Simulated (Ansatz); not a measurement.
A nudged elastic band was laid between two geometries of CH4BCl + H2S (10 atoms, charge 0, multiplicity 1).

Computed with RKS BHLYP/6-31G* (Ansatz 0.2.0).

- movable images: 9
- climbing image: yes
- spring: 5.0 eV/Å²
- optimiser: quadratic models (default)
- start path: through a guess of the saddle point
- force threshold: 0.2 eV/Å
- iteration limit: 40
- end points: relaxed

Image 0:

```xyz
10
Properties=species:S:1:pos:R:3
B 0.155 -0.335 0.074
Cl 0.252 -1.045 1.696
C 1.433 -0.190 -0.802
H 1.527 -1.105 -1.395
H 1.350 0.631 -1.509
H 2.350 -0.086 -0.229
H -0.940 -0.133 -0.326
S 0.025 2.713 1.019
H 1.031 2.641 1.894
H -0.898 2.385 1.928
```

Image 10:

```xyz
10
Properties=species:S:1:pos:R:3
B 0.244 0.627 -0.526
Cl -1.145 0.064 3.968
C 1.598 0.104 -1.095
H 1.645 -0.979 -0.973
H 1.632 0.279 -2.171
H 2.489 0.537 -0.648
H -0.798 0.239 -0.939
S 0.072 1.849 0.782
H 1.359 2.080 1.063
H -0.811 0.677 2.891
```

**Question.** What changes between the two ends?

**Answer.** Bonds broken: B1–Cl2, S8–H10. Bonds formed: B1–S8, Cl2–H10. CH4BCl + H2S becomes CH5BS + ClH.

**Question.** Give the energies along the band, and the barrier.

**Answer.** The run converged. The highest image is number 4 of 0 to 10, 1.22 eV above the first end and 1.08 eV above the last; the last end lies 0.14 eV above the first. The threshold of 0.2 eV/Å is loose, so the images may lie well off the minimum-energy path. The order of the point at the top wasn't checked. The orbitals stay closed-shell, which can raise the energy where a bond breaks towards radicals; this wasn't checked here.

```json
{"image": "0", "path coordinate (Å)": "0.00", "energy (eV)": "0.00", "B1–Cl2 (Å)": "1.77", "S8–H10 (Å)": "1.34", "B1–S8 (Å)": "3.19"}
{"image": "1", "path coordinate (Å)": "0.68", "energy (eV)": "0.01", "B1–Cl2 (Å)": "1.78", "S8–H10 (Å)": "1.34", "B1–S8 (Å)": "3.04"}
{"image": "2", "path coordinate (Å)": "1.36", "energy (eV)": "0.08", "B1–Cl2 (Å)": "1.81", "S8–H10 (Å)": "1.33", "B1–S8 (Å)": "2.56"}
{"image": "3", "path coordinate (Å)": "2.03", "energy (eV)": "0.37", "B1–Cl2 (Å)": "1.89", "S8–H10 (Å)": "1.34", "B1–S8 (Å)": "2.17"}
{"image": "4", "path coordinate (Å)": "2.71", "energy (eV)": "1.22", "B1–Cl2 (Å)": "2.28", "S8–H10 (Å)": "1.61", "B1–S8 (Å)": "1.97"}
{"image": "5", "path coordinate (Å)": "3.31", "energy (eV)": "0.50", "B1–Cl2 (Å)": "2.79", "S8–H10 (Å)": "2.15", "B1–S8 (Å)": "1.84"}
{"image": "6", "path coordinate (Å)": "3.92", "energy (eV)": "0.22", "B1–Cl2 (Å)": "3.34", "S8–H10 (Å)": "2.49", "B1–S8 (Å)": "1.81"}
{"image": "7", "path coordinate (Å)": "4.52", "energy (eV)": "0.17", "B1–Cl2 (Å)": "3.85", "S8–H10 (Å)": "2.66", "B1–S8 (Å)": "1.80"}
{"image": "8", "path coordinate (Å)": "5.12", "energy (eV)": "0.15", "B1–Cl2 (Å)": "4.15", "S8–H10 (Å)": "2.60", "B1–S8 (Å)": "1.80"}
{"image": "9", "path coordinate (Å)": "5.73", "energy (eV)": "0.14", "B1–Cl2 (Å)": "4.46", "S8–H10 (Å)": "2.58", "B1–S8 (Å)": "1.80"}
{"image": "10", "path coordinate (Å)": "6.33", "energy (eV)": "0.14", "B1–Cl2 (Å)": "4.74", "S8–H10 (Å)": "2.57", "B1–S8 (Å)": "1.80"}
```

**Question.** What is the geometry of the highest image?

**Answer.** 
```xyz
10
Properties=species:S:1:pos:R:3
B 0.042 0.454 -0.007
Cl -0.121 -0.587 2.020
C 1.397 0.045 -0.659
H 1.459 -1.036 -0.758
H 1.420 0.461 -1.668
H 2.280 0.395 -0.131
H -1.028 0.184 -0.423
S -0.104 2.199 0.890
H 1.192 2.394 1.175
H -0.251 0.969 1.913
```

Time of the run: 5.6 min on 1 thread of Arm Neoverse V2, on a shared host, peak memory 0.17 GiB.
